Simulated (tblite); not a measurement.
C₄H₃N₄O (charge -1).
Atom-mapped SMILES: `[CH3:1][O:2][c:3]1[n:4][n:5][n-:6][c:7]1[C:8]#[N:9]` (hydrogens: H10, H11, H12 on C1)

Cartesian coordinates in Å at the GFN2-xTB level; atoms count from 1:
```xyz
12
C4H3N4O angstrom
C      2.0724   -0.3296    0.1742
O      0.9683    0.5325    0.1462
C     -0.2236   -0.1161   -0.0380
N     -0.3638   -1.4269   -0.1846
N     -1.6699   -1.6552   -0.3383
N     -2.3653   -0.5662   -0.2979
C     -1.5045    0.4742   -0.1065
C     -1.8629    1.8066   -0.0073
N     -2.1489    2.9237    0.0772
H      1.9839   -1.0566    0.9894
H      2.9527    0.2976    0.3255
H      2.1629   -0.8848   -0.7661
```

Method: GFN2-xTB as coded in tblite; computed harmonic values from a numerical Hessian at the method's own geometry, unscaled. The method is semi-empirical: single wavenumbers can be off by several per cent or more. One conformer, not necessarily the lowest.

Harmonic wavenumbers (cm⁻¹): 81.6, 113.0, 125.4, 158.1, 224.0, 323.7, 407.5, 498.4, 551.6, 594.7, 671.0, 684.9, 731.2, 992.5, 1063.3, 1138.1, 1138.6, 1166.1, 1191.0, 1262.3, 1317.3, 1395.6, 1457.6, 1458.9, 1487.9, 1497.3, 2328.8, 2909.2, 2936.5, 2983.0.

A = 2557, B = 1565, C = 976.7 MHz; mass 123.031 u (most abundant isotopes); point group Cs, symmetry number 1.

Problem. Zero-point energy?

Solution. ½Σν̃ = 16445 cm⁻¹ = 196.72 kJ/mol.

Problem. Give the ideal-gas entropy at 200 K and 1 bar in the rigid-rotor, harmonic-oscillator model (classical rotation).

Solution. Translation 160.58, rotation 115.52, vibration 53.92: S = 330.0 J/(mol K).

Problem. And Cp and H(200 K) − H(0)?

Solution. Cp = 94.36 J/(mol K), of which vibrations give 61.10 (their classical limit is 30 R = 249.4); H(200 K) − H(0) = 12.83 kJ/mol without the zero-point energy, 6.18 from vibrations.

Problem. What must be added to the electronic energy to get the Gibbs energy at 200 K and 1 bar?

Solution. ZPE + [H(200 K) − H(0)] − T·S = 196.72 + 12.83 − 66.00 = 143.55 kJ/mol.

Problem. Which modes carry the vibrational entropy at 200 K?

Solution. 81.6 cm⁻¹: 12.86; 113.0 cm⁻¹: 10.26; 125.4 cm⁻¹: 9.45; 158.1 cm⁻¹: 7.68; 224.0 cm⁻¹: 5.19; 323.7 cm⁻¹: 2.94 J/(mol K); the other 24 give 5.54 together.

Hindered rotation and anharmonicity are outside this model. Other conformers, if any are populated, would add a mixing term that is left out.
